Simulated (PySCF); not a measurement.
AlClH₂NSi, AlBH₅OSi (calculated)

All values are calculated (PySCF 2.14.0). Calculation on a computer-drawn molecule: the log of a Hartree-Fock and frozen-core CCSD(T) single point meant for a local Hartree-Fock minimum, with one planted fault or none, to be diagnosed. Offsets are logged minus clean, where the clean run is the same molecule without the fault. The reference is restricted for singlets and unrestricted otherwise, and also for a bond in bohr or an excited solution. Adding or removing an electron swaps singlet and doublet. The excited solution moves the top pair (singlet) or top alpha electron (doublet) to the lowest empty orbital. Highest occupied and lowest empty are orbital energies over both spins, largest force is the largest gradient component, triples share is (T) over the correlation energy, the T1 limit is 0.02 restricted and 0.045 unrestricted, electrons count all cores, a negative frequency is imaginary (commonest isotopes), and the dipole is about the centre of nuclear charge.

Common to all runs: meant charge 0; meant multiplicity 2; meant basis cc-pV(D+d)Z; logged SCF converged yes; logged CC converged yes; logged SCF stable within its kind yes; possible faults no fault, one electron removed, one electron added, multiplicity raised by two, geometry at a saddle point, SCF held on an excited solution, minimal basis STO-3G, one bond length entered in bohr, all coordinates scaled.

(1) AlClH₂NSi

Logged structure:
```xyz
6
AlClH2NSi
Al    -3.1016    -0.3083    -0.7246
N     -1.3882    -0.1942    -0.0521
Si     0.0661     0.0849     0.6096
Cl     0.4547     1.2823     2.3350
H     -4.0782    -1.5730    -0.2318
H      1.4206    -0.4447     0.1332
```

* logged electrons: 53
* logged basis functions: 93
* logged spin squared: 0.7669
* logged highest occupied: -7.8423 eV
* logged lowest empty: 1.0756 eV
* logged largest force: 0.039359 hartree/bohr
* logged T1 diagnostic: 0.020899
* logged D1 diagnostic: 0.081362
* logged triples share: 0.03622
* logged dipole magnitude: 1.9641 debye
* logged energy HF: -1045.99099 hartree
* logged energy CCSD(T): -1046.48671 hartree
* planted fault: all coordinates scaled, by +4.7 %
* HF energy offset from clean run: 9.02 kcal/mol
* CCSD(T) energy offset from clean run: 3.265 kcal/mol

Drawn bonds:
```csv
atom,other atom,order
1,2,2
2,3,1
3,4,1
1,5,1
3,6,1
```

(2) AlBH₅OSi

Logged structure:
```xyz
9
AlBH5OSi
Al    -2.2799     2.4391    -1.4242
B     -1.2477     0.5792    -1.8644
O     -0.2283     0.1756    -1.0587
Si     0.7587    -1.1605    -0.9896
H     -1.8622     3.8299    -2.0907
H     -1.5814    -0.1583    -2.7702
H      0.4102    -2.1079    -2.0686
H      2.1564    -0.7123    -1.1378
H      0.5792    -1.8010     0.3272
```

* logged electrons: 45
* logged basis functions: 99
* logged spin squared: 0.7737
* logged highest occupied: -7.4626 eV
* logged lowest empty: 0.85656 eV
* logged largest force: 3.007e-06 hartree/bohr
* logged lowest frequency: 63.316 cm⁻¹
* logged T1 diagnostic: 0.01834
* logged D1 diagnostic: 0.069132
* logged triples share: 0.025444
* logged dipole magnitude: 1.1903 debye
* logged energy HF: -633.33753 hartree
* logged energy CCSD(T): -633.81117 hartree
* planted fault: no fault
* HF energy offset from clean run: 0 kcal/mol
* CCSD(T) energy offset from clean run: 0 kcal/mol

Drawn bonds:
```csv
atom,other atom,order
1,2,1
2,3,1
3,4,1
1,5,1
2,6,1
4,7,1
4,8,1
4,9,1
```
